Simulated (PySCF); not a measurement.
```xyz
8

Ti    -0.0290     0.1101    -0.0052
C     -0.5287     2.0599    -0.1105
H     -1.4514     2.1541    -0.7260
H      0.3133     2.6139    -0.5831
H     -0.7096     2.4331     0.9226
H     -0.0466    -0.3577     1.6432
H     -1.1767    -0.7860    -0.9086
H      1.5390    -0.0788    -0.6701
```

Charge 0, multiplicity 1.

Question: Give the Mulliken and meta-Löwdin atomic charges from TPSSh-D3(BJ)/def2-TZVP // PBE-D3(BJ)/def2-SVP run with PySCF 2.14.0.

Answer: 
| atom | Mulliken (e) | meta-Löwdin (e) |
|---|---|---|
| Ti1 | 0.72 | 1.08 |
| C2 | -0.64 | -0.63 |
| H3 | 0.15 | 0.13 |
| H4 | 0.15 | 0.13 |
| H5 | 0.15 | 0.13 |
| H6 | -0.18 | -0.28 |
| H7 | -0.18 | -0.28 |
| H8 | -0.18 | -0.28 |
